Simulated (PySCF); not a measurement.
**Electron correlation in Fe⁺ (iron, charge +1)**

[Ar] 3d6 4s1, high-spin 6D determinant. Computed with PySCF 2.14 in aug-cc-pVDZ (7s6p4d2f, 59 functions), with the non-relativistic Hamiltonian (point nucleus). Frozen: [Ar]; 7 electrons correlated.

MP2 pair energies summed by pair of shells (mhartree):

```tsv
pair	energy	share (%)
3d-3d	-102.90	86.4
3d-4s	-16.21	13.6
```

Total MP2 correlation energy: -119.11 mhartree.

Same-spin part -72.64 and opposite-spin part -46.47 mhartree; SCS-MP2 scales them by 1/3 and 6/5 to -79.98 mhartree.
